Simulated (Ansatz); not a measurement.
CH8InNSi, SMILES `C[N]([SiH3])[InH2]`. The species carries charge 0 and has multiplicity 1. In: def2 effective core potential.

Cartesian coordinates in Å:
```
C -0.541 -0.162 -1.386
N -0.054 0.070 -0.033
Si 0.935 -1.158 0.648
In -0.550 1.783 0.955
H -1.152 -1.073 -1.451
H -1.163 0.667 -1.736
H 0.282 -0.273 -2.105
H 1.324 -0.734 2.019
H 2.170 -1.396 -0.160
H 0.225 -2.471 0.725
H -1.548 2.789 -0.011
H 0.073 1.959 2.534
```

Task: List the harmonic frequencies (cm⁻¹, unscaled) at PBE0-D4/def2-TZVP in Ansatz. (Estimate.)

Result: Computed: 112, 140, 158, 181, 225, 226, 387, 420, 525, 560, 698, 712, 883, 925, 950, 980, 1133, 1136, 1192, 1456, 1488, 1501, 1841, 1869, 2171, 2183, 2223, 2991, 3037, 3084.

Task: Is this a minimum?

Result: Yes, all 30 modes are real.

Task: Give the ideal-gas thermochemistry at 298.15 K and 1 bar (rigid rotor, harmonic oscillator; point group Cs, symmetry number 1).

Result: Zero-point energy 211.7 kJ/mol; H(298) − E = 235.1 kJ/mol; entropy 369.5 J/(mol·K), of which translation 173.4, rotation 116.3, vibration 79.8; G(298) − E = 124.9 kJ/mol.

Task: And at 400, 500, 600, 800 and 1000 K?

Result: 
```csv
T (K),H − E (kJ/mol),S (J/mol/K),G − E (kJ/mol)
400,248.6,408.3,85.3
500,263.9,442.5,42.7
600,281.1,473.7,-3.1
800,319.6,529.0,-103.5
1000,362.6,576.8,-214.2
```

Task: Rotational constants (cm⁻¹)?

Result: 0.192, 0.05074, 0.04101.
